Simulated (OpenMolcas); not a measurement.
**Tb3+: input and output**

Tb3+ with its 6 nearest fluoride ions at 2.244 Å, on the Ca site of CsCaF3 (a = 4.526 Å, distance in the model lattice 2.263 Å). The rest of the host is ab initio model potentials to 7.6 Å, with orthogonalisation functions on the cations behind the ligands, and point charges beyond; the distance is set by hand and nothing relaxes, and no local charge compensation is placed. Ligand basis ANO-RCC-VDZP.

Input, with the lattice sites abridged:

```
&GATEWAY
Basis set
Tb.ANO-RCC-VDZP.
Tb1 0.0 0.0 0.0 Angstrom
End of basis
Basis set
F.ANO-RCC-VDZP.
L1 2.244000 0.000000 0.000000 Angstrom
L2 0.000000 2.244000 0.000000 Angstrom
L3 0.000000 0.000000 2.244000 Angstrom
End of basis
Basis set
Ca.EMB-AIMP.Lopez-Moraza.10s7p.1s1p.ECP.CsCaF3.
PseudoCharge
* 3 symmetry-unique lattice sites within 7.6 angstrom
End of basis
Basis set
Cs.EMB-AIMP.Lopez-Moraza.0s.0s.ECP.CsCaF3.
PseudoCharge
* 16 symmetry-unique lattice sites within 7.6 angstrom
End of basis
Basis set
Ca.EMB-AIMP.Lopez-Moraza.0s.0s.ECP.CsCaF3.
PseudoCharge
* 6 symmetry-unique lattice sites within 7.6 angstrom
End of basis
Basis set
F.EMB-AIMP.Lopez-Moraza.0s.0s.ECP.CsCaF3.
PseudoCharge
* 27 symmetry-unique lattice sites within 7.6 angstrom
End of basis
Symmetry
XYZ
AngMom=0.0 0.0 0.0
AMFI
RICD
XField
1537 Angstrom 0
* Evjen-weighted lattice charges
&SEWARD
&RASSCF
FileOrb=start.orb
Symmetry=1
Spin=7
nActEl=8 0 0
Inactive=30 27
Ras2=0 7
CIRoot=7 7 1
SDav=7
CIMx=300
Iter=150 100
PrWF=0.3
OrbListing=Nothing
MaxOrb=0
LevShft=1.0
>>> COPY $Project.JobIph JOB001
&RASSCF
FileOrb=start.orb
Symmetry=1
Spin=5
nActEl=8 0 0
Inactive=30 27
Ras2=0 7
CIRoot=140 140 1
SDav=140
CIMx=300
Iter=150 100
PrWF=0.3
OrbListing=Nothing
MaxOrb=0
CIOnly
LevShft=1.0
>>> COPY $Project.JobIph JOB002
&RASSCF
FileOrb=start.orb
Symmetry=1
Spin=3
nActEl=8 0 0
Inactive=30 27
Ras2=0 7
CIRoot=162 162 1
SDav=588
CIMx=300
Iter=150 100
PrWF=0.3
OrbListing=Nothing
MaxOrb=0
CIOnly
LevShft=1.0
>>> COPY $Project.JobIph JOB003
&RASSI
NrOfJobIphs=2 7 62
1 2 3 4 5 6 7
1 2 3 4 5 6 7 8 9 10 11 12 13 14 15 16 17 18 19 20 21 22 23 24 25 26 27
28 29 30 31 32 33 34 35 36 37 38 39 40 41 42 43 44 45 46 47 48 49 50 51
52 53 54 55 56 57 58 59 60 61 62
IphNames
JOB001
JOB002
EJob
SpinOrbit
DIPRint=1.0
SOCoupling=1000.0
Subsets=2
Property=9
'ANGMOM' 1 'ANGMOM' 2 'ANGMOM' 3 'MLTPL  1' 1 'MLTPL  1' 2 'MLTPL  1' 3
'AMFI' 1 'AMFI' 2 'AMFI' 3
SOProperty=3
'ANGMOM' 1 'ANGMOM' 2 'ANGMOM' 3
```

Launched by
```bash
OMP_NUM_THREADS=1 MOLCAS_MEM=2457 MOLCAS_PROJECT=a pymolcas a.inp > a.log  # once for each step of the input, in one work folder
```

A driver script runs the steps one by one and writes start.orb anew before each from the orbitals found so far, so a CI-only block uses the converged orbitals of the first block.

Output, cut to the results:

```
--- SEWARD ---
Basis set label: TB.ANO-RCC...7S6P4D2F1G.

      Electronic valence basis set:
      ------------------
      Associated Effective Charge  65.000000 au
      Associated Actual Charge     65.000000 au
      Nuclear Model: Point charge

      Shell  nPrim  nBasis  Cartesian Spherical Contaminant
         s      25       7        X
         p      22       6        X
         d      15       4                 X
         f      11       2                 X
         g       4       1                 X
                  Relativistic Douglas-Kroll-Hess integrals:
                    - DKH order of Hamiltonian: 2
                    - DKH order of Properties : 0
                  Atomic mean-field integrals
--- RASSCF ---
Wave function specifications:
      -----------------------------

      Number of closed shell electrons         114
      Number of electrons in active shells       8
      Max number of holes in RAS1 space          0
      Max nr of electrons in RAS3 space          0
      Number of inactive orbitals               57
      Number of active orbitals                  7
      Number of secondary orbitals             112
      Spin quantum number                      3.0
      State symmetry                             1
Orbital specifications:
      -----------------------

      Symmetry species                           1   2
                                                ag  au
      Frozen orbitals                            0   0
      Inactive orbitals                         30  27
      Active orbitals                            0   7
      RAS1 orbitals                              0   0
      RAS2 orbitals                              0   7
      RAS3 orbitals                              0   0
      Secondary orbitals                        60  52
      Deleted orbitals                           0   0
      Number of basis functions                 90  86
      Number of CSFs                             7
      Number of root(s) required                 7
      Iter CI   SX   CI       RASSCF       Energy    max ROT     max BLB   max BLB  Level Ln srch  Step   QN
          iter iter root      energy       change     param      element    value   shift minimum  type update
 Nr of preliminary CI iterations:   1
      Total energies have been shifted. Add               -12000.00 au
        1   1    9    0  -297.08541874    0.00E+00  -5.12E-02   20  58 2 -3.09E-01*  1.22   0.00    SX    NO
        2   1   10    0  -297.85833691   -7.73E-01* -4.56E-02   30  33 1  1.59E-01*  0.73   0.00    SX    NO
        3   1    9    0  -297.98610848   -1.28E-01*  2.29E-02   30  33 1  7.82E-02*  0.73   0.00    SX    NO
        4   1    9    0  -298.00726812   -2.12E-02* -1.24E-02   30  33 1  4.02E-02*  0.65   0.00    SX    NO
        5   1    9    0  -298.01249349   -5.23E-03* -1.19E-02   30  33 1  2.27E-02*  0.68   1.15    QN   YES
        6   1    8    0  -298.01438194   -1.89E-03*  1.66E-03   30  33 1  2.89E-03*  0.66   1.08    QN   YES
        7   1    7    0  -298.01444834   -6.64E-05* -6.65E-04   12  44 2 -1.19E-03*  0.66   1.40    LS   YES
        8   1    7    0  -298.01445411   -5.77E-06* -2.19E-04   27  69 2 -9.85E-04*  0.66   0.98    QN   YES
        9   1    6    0  -298.01445947   -5.36E-06*  1.12E-04   25  32 1  2.26E-04*  0.66   1.24    QN   YES
       10   1    6    0  -298.01446001   -5.35E-07*  5.34E-05   20  34 1  9.49E-05   0.66   1.34    QN   YES
       11   1    5    0  -298.01446011   -1.04E-07*  2.97E-05   15  84 2 -4.65E-05   0.66   1.41    QN   YES
       12   1    5    0  -298.01446013   -2.23E-08* -5.21E-06   15  84 2 -1.83E-05   0.66   1.16    QN   YES
       13   1    4    0  -298.01446013    7.64E-11   1.05E-06   27  75 2 -4.55E-06   0.66   0.28    QN   YES
      Convergence after 13 iterations
       14   1    4    0  -298.01446013    2.02E-10   1.05E-06   27  75 2 -2.00E-06   0.66   0.28    QN   YES
      Natural orbitals and occupation numbers for root  1
      sym 2:   1.000000   2.000000   1.000000   1.000000   1.000000   1.000000   1.000000
      Natural orbitals and occupation numbers for root  2
      sym 2:   1.000000   1.000000   1.000000   1.000000   1.000000   1.000000   2.000000
      Natural orbitals and occupation numbers for root  3
      sym 2:   1.000000   1.000000   2.000000   1.000000   1.000000   1.000000   1.000000
::    RASSCF root number  1 Total energy: -12298.01737075
::    RASSCF root number  2 Total energy: -12298.01557449
...
--- RASSI ---
SPIN-FREE ENERGIES:
  (Shifted by EMIN (a.u.) =     -12298.0173707503)

 SF State       Relative EMIN(au)   Rel lowest level(eV)    D:o, cm**(-1)

     1             0.0000000000        0.0000000000              0.0000
     2             0.0017962623        0.0488787876            394.2340
     3             0.0017962623        0.0488787876            394.2340
     4             0.0017962623        0.0488787876            394.2340
     5             0.0049951772        0.1359256971           1096.3147
     6             0.0049951772        0.1359256971           1096.3147
     7             0.0049951772        0.1359256971           1096.3147
     8             0.1183293687        3.2199061546          25970.2946
     9             0.1183293687        3.2199061546          25970.2946
    10             0.1184327204        3.2227185003          25992.9777
    11             0.1184327204        3.2227185003          25992.9777
    12             0.1184327204        3.2227185003          25992.9777
    13             0.1330808532        3.6213144971          29207.8712
    14             0.1332963046        3.6271772285          29255.1573
    15             0.1332963046        3.6271772285          29255.1573
    16             0.1332963046        3.6271772285          29255.1573
    17             0.1334360899        3.6309809806          29285.8366
    18             0.1334360899        3.6309809806          29285.8366
    19             0.1348111521        3.6683983294          29587.6279
    20             0.1348111521        3.6683983294          29587.6279
    21             0.1348111521        3.6683983294          29587.6279
    22             0.1360753429        3.7027987133          29865.0857
    23             0.1360753429        3.7027987133          29865.0857
    24             0.1360753429        3.7027987133          29865.0857
    25             0.1366070368        3.7172668433          29981.7791
...
```

Spin-orbit levels above the lowest (labels of O, the rotations of Oh):

| E (cm-1) | Degeneracy | Label | 2S+1 | J | |mJ| (%) |
| --- | --- | --- | --- | --- | --- |
| 0.0 | 1 | A1 | 7 | 5.99 | 4 (87) |
| 44.0 | 3 | T1 | 7 | 5.99 | 4 (33) |
| 96.4 | 3 | T2 | 7 | 5.98 | 5 (40) |
| 362.0 | 1 | A2 | 7 | 5.99 | 2 (69) |
| 448.2 | 3 | T2 | 7 | 5.98 | 1 (53) |
| 481.2 | 2 | E | 7 | 5.98 | 0 (43) |
| 2052 | 3 | T1 | 7 | 5.01 | 5 (34) |
| 2303 | 3 | T2 | 7 | 5.02 | 2 (33) |
| 2355 | 2 | E | 7 | 4.99 | 2 (50) |
| 2401 | 3 | T1 | 7 | 4.97 | 3 (58) |
| 3442 | 1 | A1 | 7 | 3.98 | 0 (59) |
| 3489 | 3 | T1 | 7 | 3.99 | 1 (57) |
| 3542 | 2 | E | 7 | 4.03 | 2 (50) |
| 3874 | 3 | T2 | 7 | 3.96 | 3 (56) |
| 4667 | 3 | T1 | 7 | 3.04 | 3 (41) |
| 4720 | 3 | T2 | 7 | 2.98 | 1 (43) |
| 4859 | 1 | A2 | 7 | 3.03 | 2 (100) |
| 5554 | 3 | T2 | 7 | 2.18 | 1 (63) |
| 5800 | 2 | E | 7 | 2.04 | 2 (50) |
| 6207 | 3 | T1 | 7 | 1.15 | 1 (66) |

High states are left out of the spin-orbit mixing, which shifts the levels that they would mix with. Without dynamic correlation the ligand-field splitting of an f shell can come out too small, at times by half. The first state left out of the spin-orbit step lies near 46000 cm-1 above the lowest spin-free state of the reference (among the parities and spins computed), and the lists stop at four fifths of that energy or lower. No measured value stands beside these numbers; the geometry was set by hand and not optimised.

The RASSCF and RASSI steps took 100 s on 1 thread of Arm Neoverse V1 (shared host); the integral step is not counted.
